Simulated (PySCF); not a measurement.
**Correlation energy of N²⁺ (nitrogen, charge +2)**

[He] 2s2 2p1, 2P determinant. Calculation: PySCF 2.14, in pcseg-2; the non-relativistic Hamiltonian (point nucleus). Frozen: 1s2; 3 electrons correlated.

MP2 pair energies summed by pair of shells (mhartree):

| pair | energy | share (%) |
| --- | --- | --- |
| 2s-2s | -31.73 | 59.0 |
| 2s-2p | -22.07 | 41.0 |

Total MP2 correlation energy: -53.81 mhartree.

Same-spin part -3.26 and opposite-spin part -50.55 mhartree; SCS-MP2 scales them by 1/3 and 6/5 to -61.74 mhartree.

| level | correlation energy (mhartree) |
| --- | --- |
| CCSD | -80.48 |
| (T) | -1.00 |
| CCSD(T) | -81.48 |

Diagnostics: T1 = 0.0065, D1 = 0.0128, largest double amplitude 0.137.

Cost of the coupled-cluster step: 0.26 s of wall time on 1 thread of Neoverse-V1 (shared host), for 3 correlated electrons.
